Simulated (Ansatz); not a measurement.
`[OH][Ga]([SH])[Br]` + H₂O → `[OH][Ga]([OH])[Br]` + H₂S  (formal hydrolysis of a Ga–S bond)

Calculated with Ansatz (gas phase, PBE0-D4/def2-TZVP geometries, no zero-point term in ΔE). CCSD(T)/CBS adds triple-zeta CCSD(T) − MP2 to the extrapolated MP2 energy (def2 sets, frozen cores). This one scheme is used for every species. DFT in def2-TZVPP. HSE06 is defined as in plane-wave codes. For Br, Ga outer-core shells are correlated without core-valence functions, which leaves a few kJ/mol of doubt a bond. Scalar relativity is left out up to krypton. One conformer a species, not always the lowest.

```
             level  ΔE (kcal/mol)  difference from CCSD(T)/CBS
            PBE-D4            8.4                          0.5
           BLYP-D4            6.8                         -1.1
        r2SCANh-D4            7.7                         -0.2
              BLYP            5.5                         -2.4
           r2SCAN0            7.9                          0.0
             HSE06            8.4                          0.5
       HF/def2-SVP            4.7                         -3.2
SCS-MP2/def2-TZVPP            5.7                         -2.2
CCSD(T)/def2-TZVPP            6.4                         -1.5
    CCSD/CBS(def2)            7.6                         -0.3
       CCSD(T)/CBS            7.9                            0
```

Largest T1 diagnostic among the species: 0.012.

At CCSD(T), def2-SVP lies −4.0 kcal/mol from the extrapolated value and def2-TZVPP −1.6 kcal/mol. The D4 term adds +1.2 kcal/mol with B3LYP and +0.6 kcal/mol with PBE0; it sums over pairs of atoms, weighted by their polarisabilities, and B3LYP, whose exchange is more repulsive, gets the larger term. From BLYP to BHLYP (50 % exact exchange), in def2-TZVPP and without D4, ΔE moves by +0.8 kcal/mol.

B3LYP here is the variant with VWN-RPA as its local correlation; programs differ in this.
